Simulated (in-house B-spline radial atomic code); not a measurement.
## Solving the quasi-particle equation for 4s up of Se⁵⁺

Configuration [Ar] 3d10 4s1, highest spin, start PBE0; correlation leaves out the 5 deepest shells, empty levels kept to 1440 hartree. Computed with an all-electron radial atomic-structure program (B-spline basis): all electrons, scalar-relativistic (spin-free one-electron X2C), finite nucleus, each spin shell either full or empty, empty states to l = 9 with an (l + 1/2)⁻⁴ tail; G0W0 by contour deformation at full frequency.

At the mean-field level ε = -77.657 eV the matrix elements are Σx = -21.947 eV, v_xc = -18.567 eV and Σc(ε) = -1.943 eV, and the slope of the correlation self-energy is dΣc/dω = -0.0269. The quasi-particle energy solves E = ε + Σx − v_xc + Σc(E).

Task: What does the linearised equation give?

Result: Z = 1/(1 − dΣc/dω) = 1/1.0269 = 0.9738. The first-order shift is Σx − v_xc + Σc(ε) = -21.947 − (-18.567) + (-1.943) = -5.323 eV, so E ≈ ε + Z × shift = -77.657 + 0.9738 × (-5.323) = -82.841 eV.

Task: How does that compare with the full solution and with static screening?

Result: Solving the equation at full frequency dependence gives E = -82.850 eV, where Σc = -1.813 eV and the weight is 0.977; the linearised value is off by 9 meV. Leaving Z out would give -82.980 eV. Static COHSEX puts -3.460 eV in place of Σc and gives -84.497 eV, 1.65 eV deeper. The tabulated removal energy is 81.83 ± 0.03 eV (NIST, measured); the run leaves out spin-orbit coupling, Breit and QED terms.
